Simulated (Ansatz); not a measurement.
Reactions of C$_{4}$H$_{12}$GeO$_{3}$Se (`C[O][Ge]([O]C)([O]C)[Se]C`).

Program: Ansatz. Geometries: PBE0-D4/def2-TZVP. ΔE: electronic, gas phase. CBS: MP2 limit from def2 TZ/QZ plus the TZ coupled-cluster correction, frozen cores. DFT in def2-TZVPP. For Ge, Se outer-core shells are correlated without core-valence functions, which leaves a few kJ/mol of doubt a bond. Scalar relativity is left out up to krypton. One conformer a species, not always the lowest.

| reaction | B2PLYP (eV) | PBE0-D4 (eV) | MP2/CBS(def2) (eV) | HF/CBS(def2) (eV) | CCSD(T)/CBS(def2) (eV) |
| --- | --- | --- | --- | --- | --- |
| `C[O][Ge]([O]C)([O]C)[Se]C` + `O[SiH2]S` → `C[Se][SiH2]S` + `C[O][Ge]([OH])([O]C)[O]C` | 0.61 | 0.58 | 0.62 | 0.54 | 0.60 |
| `C[O][Ge]([O]C)([O]C)[Se]C` + `[CH3][Ge]([OH])([F])[Cl]` → `C[Se][Ge]([CH3])([F])[Cl]` + `C[O][Ge]([OH])([O]C)[O]C` | 0.14 | 0.15 | 0.16 | 0.06 | 0.15 |
| `C[O][Ge]([O]C)([O]C)[Se]C` + `C[NH][GeH2][F]` → `C[Se][GeH2][F]` + `C[NH][Ge]([O]C)([O]C)[O]C` | 0.08 | 0.07 | 0.13 | -0.03 | 0.09 |
| `C[O][Ge]([O]C)([O]C)[Se]C` + `COB(F)Cl` → `C[Se]B(F)Cl` + `C[O][Ge]([O]C)([O]C)[O]C` | 1.06 | 1.10 | 1.04 | 1.05 | 1.02 |

Largest T1 diagnostic: 0.012, for `C[O][Ge]([OH])([O]C)[O]C`.
